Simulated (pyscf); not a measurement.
**:Si=S, singlet**

Gas-phase minimum from PySCF at ωB97X-D3(BJ)/def2-SVP, one conformer. 

SMILES: [Si]=S
```xyz
2

Si     0.5217    -0.3194    -0.4785
S      1.8569     1.0632    -0.4043
```
Charge 0, spin multiplicity 1.

Bond lengths (Å): Si1–S2 1.923.

Properties at ωB97X-D3(BJ)/def2-SVP:

```yaml
harmonic_wavenumbers_unscaled: 807 cm⁻¹
zero_point_energy: 1.2 kcal/mol
rotational_symmetry_number: 1
Entropy of this conformer at 298 K and 1 atm, rigid rotor and harmonic oscillator, modes under 100 cm⁻¹ raised to 100: 223.2 J/(mol K)
dipole_moment: 1.69 D
```

Single-point totals, which compare only within one level (frozen core for MP2 and CC):

```csv
level,total energy (hartree)
ωB97X-D3(BJ)/def2-TZVP,-687.73327
PBE/def2-TZVP,-687.39906
r²SCAN/def2-TZVP,-687.65680
B3LYP-D3(BJ)/def2-TZVP,-687.75415
PBE0-D3(BJ)/def2-TZVP,-687.45235
M06-2X/def2-TZVP,-687.67892
ωB97M-D3(BJ)/def2-TZVP,-687.80830
HF/def2-TZVPP,-686.49640
MP2/def2-TZVPP,-686.75612
CCSD/def2-TZVPP,-686.77824
CCSD(T)/def2-TZVPP,-686.79594
```

The CCSD(T) − MP2 part came from Ansatz, without density fitting, on the same reference.
